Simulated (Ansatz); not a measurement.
**Question.** Name a neutral molecule of C, F, N, Si, Te and H with HOMO energy (PBE/def2-TZVPP) between -5.75 and -5.45 eV and HOMO–LUMO gap (PBE/def2-TZVPP) between 3.65 and 3.95 eV (Ansatz, PBE0-D4/def2-TZVP geometry).

**Answer.** `N[SiH2]C(F)[TeH]` (-5.51 eV, 3.84 eV). Other molecules can fit too; these were computed, each in one conformer that needn't be the lowest.
